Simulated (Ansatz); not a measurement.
Species: HgBr2, charge 0, multiplicity 3. The spin state was set by rule; other spins were not relaxed. 
Structure (B3LYP-D3(BJ)/def2-TZVP (Ansatz, a quantum-chemistry and plane-wave program) minimum search):
```
Hg
Br 1 2.8064
Br 1 2.8064 2 65.49
```
Charge 0, spin multiplicity 3.

Basis-set convergence of Hartree-Fock and CCSD correlation energies (hartree) with Ansatz. Cores are frozen in the correlated levels unless marked. Open shells are spin-unrestricted. No spin-orbit coupling. Frozen are the shells of the preceding noble gas and the d and f shells that filled before the atom's block. In def2 rows, elements after Kr have scalar-relativistic effective core potentials.

```
basis       functions        E(HF)  E(corr, CCSD)
----------  ---------  -----------  -------------
def2-SVP           96  -5296.71876       -0.52262
def2-TZVPP        155            ?              ?
```

**Question.** Complete the blanks.

**Answer.** 
- def2-TZVPP, E(HF): -5297.35828
- def2-TZVPP, E(corr, CCSD): -0.72626
